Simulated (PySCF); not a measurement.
Magnetic shielding above rings: a mixed set.

Probes without a nucleus sit at each ring's centroid and 1 Å off its mean plane on both sides; NICS is minus the shielding there, NICSzz its component along the normal. Level: GIAO PBE0/pcSseg-1 (PySCF, non-relativistic, gas phase) on the GFN2-xTB geometries, one conformer each. Atom numbers follow the mapped SMILES.

**Question.** Order these rings by mean NICS(1)zz, lowest (most negative) first (ppm).
A. ring C2–N3–N4–N5–C6 in `[CH3:1][c:2]1[nH:3][n:4][n:5][c:6]1[Cl:7]`
B. ring C2–C3–C4 in `[CH3:1][C:2]1=[CH:3][C@@H:4]1[C@@:5]1([CH3:6])[CH2:7][CH2:8][SiH2:9]1`
C. ring C3–C4–C5 in `[CH3:1][O:2][C@@H:3]1[CH2:4][C@@H:5]1[SiH3:6]`
D. ring C3–C4–Si5 in `[CH3:1][O:2][C@@H:3]1[CH2:4][Si@H:5]1[CH3:6]`
E. ring C2–C3–C4–C5–C7–C8 in `[CH3:1][c:2]1[cH:3][cH:4][c:5]([F:6])[cH:7][cH:8]1`
F. ring C2–C3–C4–Si7–C8 in `[OH:1][C@@H:2]1[CH2:3][C@H:4]([CH2:5][F:6])[SiH2:7][C@@H:8]1[CH2:9][F:10]`
G. ring C2–C3–P4–C7 in `[CH3:1][C@H:2]1[CH2:3][P@:4]([CH3:5])(=[NH:6])[CH2:7]1`

**Answer.** A (-31.0), E (-27.6), C (-21.1), B (-16.0), D (-14.1), F (-3.0), G (1.9).

```json
{"SMILES": "Cc1[nH]nnc1Cl", "ring": "5-membered ring with 3 N; formal bonds all aromatic", "NICS(0)": "-13.1", "NICS(1)": "-12.6", "NICS(1)zz": "-31.0", "HOMA": "0.95", "rms pucker (Å)": "0.00", "ring atoms with four or more neighbours": "0"}
{"SMILES": "Cc1ccc(F)cc1", "ring": "6-membered carbocycle; formal bonds all aromatic", "NICS(0)": "-10.2", "NICS(1)": "-11.3", "NICS(1)zz": "-27.6", "HOMA": "0.99", "rms pucker (Å)": "0.00", "ring atoms with four or more neighbours": "0"}
{"SMILES": "CO[C@@H]1C[C@@H]1[SiH3]", "ring": "3-membered carbocycle; formal bonds all single", "NICS(0)": "-41.8", "NICS(1)": "-8.6", "NICS(1)zz": "-21.1", "HOMA": "–", "rms pucker (Å)": "0.00", "ring atoms with four or more neighbours": "3"}
{"SMILES": "CC1=C[C@@H]1[C@@]1(C)CC[SiH2]1", "ring": "3-membered carbocycle; formal bonds 1 double, 2 single", "NICS(0)": "-28.7", "NICS(1)": "-7.1", "NICS(1)zz": "-16.0", "HOMA": "–", "rms pucker (Å)": "0.00", "ring atoms with four or more neighbours": "1"}
{"SMILES": "CO[C@@H]1C[Si@H]1C", "ring": "3-membered ring with Si; formal bonds all single", "NICS(0)": "-23.5", "NICS(1)": "-7.5", "NICS(1)zz": "-14.1", "HOMA": "–", "rms pucker (Å)": "0.00", "ring atoms with four or more neighbours": "3"}
{"SMILES": "O[C@@H]1C[C@H](CF)[SiH2][C@@H]1CF", "ring": "5-membered ring with Si; formal bonds all single", "NICS(0)": "-4.4", "NICS(1)": "-3.8", "NICS(1)zz": "-3.0", "HOMA": "–", "rms pucker (Å)": "0.22", "ring atoms with four or more neighbours": "5"}
{"SMILES": "C[C@H]1C[P@](C)(=N)C1", "ring": "4-membered ring with P; formal bonds all single", "NICS(0)": "-1.8", "NICS(1)": "-1.3", "NICS(1)zz": "1.9", "HOMA": "–", "rms pucker (Å)": "0.05", "ring atoms with four or more neighbours": "4"}
```

NICS(0) gives another order. The isotropic NICS(1) gives another order. HOMA uses Krygowski's 1993 parameters; it is left out where a ring has a four-coordinate atom, a triple bond, no multiple bond or a kind of bond without parameters. NICS(1) and NICS(1)zz are means over the two faces.
